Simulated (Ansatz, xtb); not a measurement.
## ClH5N2Si: where a starting geometry ends

The starting geometry of this gas-phase singlet was built from a drawn formula by distance geometry and a force field; its bonds are those of `[NH-][NH2+][SiH2]Cl`.

```
atom    x (Å)    y (Å)    z (Å)
  Cl  -3.6274   1.8921   1.9369
   N  -0.5063  -0.4682  -0.0539
   N  -1.7450  -0.0774   0.4969
  Si  -1.7055   1.5124   1.2484
   H  -0.2431   0.0505  -0.9328
   H  -2.5073  -0.0639  -0.1956
   H  -2.0080  -0.6980   1.2350
   H  -1.4292   2.5881   0.1996
   H  -0.8147   1.5519   2.3888
```

Question: Predict what it relaxes into with r2SCAN-D4/def2-SVP.

Answer: It rearranges to `NN[SiH2]Cl`. Contacts that open: N3–Si4 (1.76 → 2.67 Å). Contacts that close: N2–Si4 (2.66 → 1.72 Å).

The energy falls by 2.72 eV over 23 steps:

```csv
step,E − E(last) (eV)
1,2.723
3,2.050
6,1.415
8,1.228
11,0.471
13,0.104
16,0.006
18,0.001
21,0.000
23,0.000
```

Final geometry (Å):

```xyz
9

Cl   -3.3717    2.5588    1.1728
N    -1.2373    0.3818    0.2179
N    -1.8823   -0.7684    0.7157
Si   -1.4139    1.8207    1.1432
H    -1.0556    0.4166   -0.7871
H    -2.7444   -0.9617    0.2017
H    -1.2702   -1.5795    0.6232
H    -0.5658    2.8480    0.4794
H    -1.0454    1.5711    2.5565
```

From the same start GFN2-xTB reaches the same bonding as this run.

No frequencies were run, so the end isn't proven a minimum. Run with Ansatz 0.2.0, 78 s on 1 thread of Arm Neoverse V1, with other jobs on the host.
